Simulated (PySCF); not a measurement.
Ni(CO)2 (C2NiO2), SMILES [Ni](<-[C-]#[O+])<-[C-]#[O+], multiplicity 1.

Coordinates come from a B3LYP-D3(BJ)/def2-SVP optimisation. The spin state was assumed, not searched.

These are PySCF with ωB97X/def2-TZVP values and carry that method's errors.

Symmetry labels are those of the subgroup C2v that the program uses (full group C2v).

Computed valence orbital energies around the gap with their symmetry:
```tsv
orbital	symmetry	energy (eV)
HOMO−7	A1	-15.78
HOMO−6	B1	-15.73
HOMO−5	B2	-14.92
HOMO−4	A2	-9.82
HOMO−3	A1	-9.52
HOMO−2	B1	-9.45
HOMO−1	B2	-9.37
HOMO	A1	-9.18
LUMO	A1	-0.01
LUMO+1	B1	0.07
LUMO+2	A2	2.50
LUMO+3	B2	2.66
```
